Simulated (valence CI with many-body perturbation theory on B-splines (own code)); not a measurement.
**Forbidden lines of Pt VI**

Computed by configuration interaction combined with many-body perturbation theory (CI+MBPT): five valence electrons over a frozen Dirac-Fock core [Xe] 4f14, radial functions for each j: 7 s, 7 p, 8 d, 6 f, 4 g, 1 h, with the one-electron correlation potential Σ1 (screened to all orders), the two-electron term Σ2, the three-electron term Σ3, Breit, model QED; selected single and double excitations, second order for the rest, scaled by the run's own slope (own B-spline code, finite nucleus).

No measured levels were compared; by estimate terms of the open shell hold to 2 to 4 % of their energy, and close levels can change places; different configurations can be misplaced against each other by 1,000 to 8,000 cm⁻¹. Core correlation moves these levels by up to 14000 cm⁻¹, and in measured spectra 5 to 20 % of such shifts remained as error; rates that hang on mixing are uncertain with them. Among the levels kept, up to 1100 cm⁻¹ of a level comes from second order outside the variational space, and about a tenth of that is noise between levels of different J, which matters for small intervals. Only levels of the ground parity were solved; by the run's estimate the other parity begins above the list, which can be wrong where configurations are misplaced.

Lines 51 to 100 of 120 in falling wavelength, among levels below 17.800 eV, chosen from the decays that carry over 1 % of a level's rate. Wavelengths and rates use the calculated energies, so an error of 2000 cm⁻¹ moves a line at 6419 Å by 13 % and its rate by three times that or more. S is in atomic units (e²a₀⁴ for E2 and M2, e²a₀⁶ for E3), for M1 in squared Bohr magnetons. Weak lines are less certain than strong ones. Lines between different terms over intervals too small for the method are left out, as are lines whose strength nearly cancels.

Names give the largest LS component (configuration and term), which can be under half, so a name can repeat, a term be missing and a line seem to break the LS rules; names also repeat where a configuration has a term twice. Letters in brackets count levels of one name in rising energy.

| λ vac (Å) | Upper | Lower | Type | A (s⁻¹) | S (a.u.) |
| --- | --- | --- | --- | --- | --- |
| 6419 | 5d5 2F_7/2 [a] | 5d5 4G_7/2 | M1 | 1.72e+00 | 1.35e-01 |
| 6288 | 5d5 2G_9/2 [a] | 5d5 4G_11/2 | M1 | 1.01e+01 | 9.35e-01 |
| 6250 | 5d5 2D_3/2 [a] | 5d5 4D_1/2 | M1 | 8.13e+00 | 2.94e-01 |
| 6214 | 5d5 2S_1/2 | 5d5 4F_3/2 | M1 | 4.23e+00 | 7.52e-02 |
| 6186 | 5d5 2F_7/2 [b] | 5d5 2F_7/2 [a] | M1 | 3.62e+00 | 2.54e-01 |
| 5995 | 5d5 2H_9/2 | 5d5 4D_7/2 | M1 | 5.28e+00 | 4.21e-01 |
| 5965 | 5d5 2I_13/2 | 5d5 4G_11/2 | M1 | 4.45e+00 | 4.90e-01 |
| 5898 | 5d5 4F_3/2 | 5d5 4D_3/2 [a] | M1 | 5.46e+01 | 1.66e+00 |
| 5877 | 5d5 4F_5/2 | 5d5 4D_7/2 | M1 | 1.95e+00 | 8.80e-02 |
| 5772 | 5d5 4F_7/2 | 5d5 2G_9/2 [a] | M1 | 4.07e+01 | 2.32e+00 |
| 5708 | 5d5 2G_9/2 [a] | 5d5 4G_7/2 | M1 | 1.15e+01 | 7.90e-01 |
| 5646 | 5d5 2G_7/2 [a] | 5d5 4D_7/2 | M1 | 1.35e+00 | 7.19e-02 |
| 5645 | 5d5 2F_5/2 [a] | 5d5 4G_5/2 [b] | M1 | 7.57e+01 | 3.03e+00 |
| 5627 | 5d5 2D_5/2 [a] | 5d5 4G_5/2 [a] | M1 | 1.90e+01 | 7.51e-01 |
| 5525 | 5d5 4G_5/2 [a] | 5d5 6S_5/2 | M1 | 3.91e+01 | 1.47e+00 |
| 5417 | 5d5 2S_1/2 | 5d5 4D_3/2 [b] | M1 | 1.20e+01 | 1.41e-01 |
| 5374 | 5d5 2F_5/2 [b] | 5d5 2D_5/2 [a] | M1 | 2.49e+01 | 8.59e-01 |
| 5273 | 5d5 2G_9/2 [b] | 5d5 2G_9/2 [a] | M1 | 1.46e+00 | 7.93e-02 |
| 5253 | 5d5 2F_5/2 [a] | 5d5 4D_3/2 [a] | M1 | 6.84e+00 | 2.21e-01 |
| 5190 | 5d5 4F_7/2 | 5d5 2F_7/2 [a] | M1 | 1.66e+01 | 6.87e-01 |
| 5168 | 5d5 2D_3/2 [a] | 5d5 2D_5/2 [a] | M1 | 1.75e+01 | 3.58e-01 |
| 5068 | 5d5 2S_1/2 | 5d5 4D_1/2 | M1 | 1.81e+00 | 1.75e-02 |
| 4971 | 5d5 2F_5/2 [a] | 5d5 4G_7/2 | M1 | 1.15e+01 | 3.13e-01 |
| 4856 | 5d5 2F_5/2 [b] | 5d5 4D_7/2 | M1 | 3.08e+01 | 7.85e-01 |
| 4830 | 5d5 2F_7/2 [b] | 5d5 2D_5/2 [a] | M1 | 1.49e+01 | 4.97e-01 |
| 4485 | 5d5 2G_9/2 [b] | 5d5 2I_11/2 | M1 | 1.26e+01 | 4.22e-01 |
| 4483 | 5d5 2F_7/2 [a] | 5d5 4G_5/2 [a] | M1 | 2.07e+00 | 5.54e-02 |
| 4465 | 5d5 4D_3/2 [b] | 5d5 4G_5/2 [a] | M1 | 7.76e-01 | 1.02e-02 |
| 4444 | 5d5 2H_11/2 | 5d5 2I_11/2 | M1 | 8.64e+01 | 3.37e+00 |
| 4408 | 5d5 2F_7/2 [b] | 5d5 4D_7/2 | M1 | 3.22e+01 | 8.17e-01 |
| 4388 | 5d5 2H_9/2 | 5d5 4G_9/2 | M1 | 5.35e+01 | 1.68e+00 |
| 4224 | 5d5 4F_5/2 | 5d5 4G_5/2 [b] | M1 | 2.33e+01 | 3.91e-01 |
| 4198 | 5d5 2G_7/2 [a] | 5d5 4G_9/2 | M1 | 1.44e+01 | 3.16e-01 |
| 4145 | 5d5 2H_9/2 | 5d5 4G_11/2 | M1 | 2.01e+01 | 5.30e-01 |
| 4104 | 5d5 2G_7/2 [a] | 5d5 4G_5/2 [b] | M1 | 4.95e-01 | 1.01e-02 |
| 4038 | 5d5 4F_3/2 | 5d5 4G_5/2 [a] | M1 | 4.40e+01 | 4.30e-01 |
| 4027 | 5d5 4G_7/2 | 5d5 6S_5/2 | M1 | 3.74e+00 | 7.25e-02 |
| 4001 | 5d5 4F_5/2 | 5d5 4D_3/2 [a] | M1 | 2.58e+00 | 3.67e-02 |
| 3955 | 5d5 2D_3/2 [a] | 5d5 4P_1/2 | M1 | 1.68e+00 | 1.54e-02 |
| 3885 | 5d5 2H_9/2 | 5d5 4G_7/2 | M1 | 2.19e+01 | 4.77e-01 |
| 3878 | 5d5 4F_7/2 | 5d5 4D_7/2 | M1 | 2.31e+01 | 3.99e-01 |
| 3860 | 5d5 4D_3/2 [a] | 5d5 6S_5/2 | M1 | 7.09e+01 | 6.05e-01 |
| 3836 | 5d5 4F_5/2 | 5d5 4G_7/2 | M1 | 3.28e+01 | 4.12e-01 |
| 3725 | 5d5 2F_5/2 [a] | 5d5 4G_5/2 [a] | M1 | 4.28e+00 | 4.92e-02 |
| 3673 | 5d5 4G_5/2 [b] | 5d5 6S_5/2 | M1 | 3.02e+01 | 3.33e-01 |
| 3670 | 5d5 2F_5/2 [b] | 5d5 4G_5/2 [b] | M1 | 4.10e+01 | 4.51e-01 |
| 3646 | 5d5 2G_9/2 [b] | 5d5 4D_7/2 | M1 | 2.42e+01 | 4.34e-01 |
| 3500 | 5d5 2F_5/2 [b] | 5d5 4D_3/2 [a] | M1 | 8.32e+00 | 7.94e-02 |
| 3473 | 5d5 2F_7/2 [b] | 5d5 4G_9/2 | M1 | 4.34e+01 | 5.39e-01 |
| 3447 | 5d5 2S_1/2 | 5d5 4P_1/2 | M1 | 2.25e+01 | 6.82e-02 |
